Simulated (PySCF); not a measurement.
Computed shifts of a molecule C4H7FSi, PBE0/pcSseg-1 run with PySCF, GIAO, gas phase, equivalent atoms averaged, in ppm (number of nuclei): ¹³C: 83.1 (1), 76.7 (1), 10.1 (1), -1.5 (1). ²⁹Si: 23.6 (1). ¹⁹F: -206.5 (1). ¹H: 5.28 (1), 2.30 (1), 2.14 (1), 1.58 (1), 0.80 (3). References: ¹³C against TMS (σ = 186.3 ppm); ²⁹Si against TMS (σ = 352.7 ppm); ¹⁹F against CFCl3 (σ = 167.2 ppm); ¹H against TMS (σ = 31.56 ppm), references at their B3LYP-D3(BJ)/def2-TZVP geometries, non-relativistic. Coordinates come from a PBE0-D3(BJ)/def2-SVP optimisation. Other conformers were not sampled.

### Question
Which molecule gave these data?
A) C#CC[Si@@H](C)F
B) F[Si@@H]1C=CCC1
C) C#CC[SiH2]CF
D) C=C=C(C)[SiH2]F

### Answer
A, C#CC[Si@@H](C)F
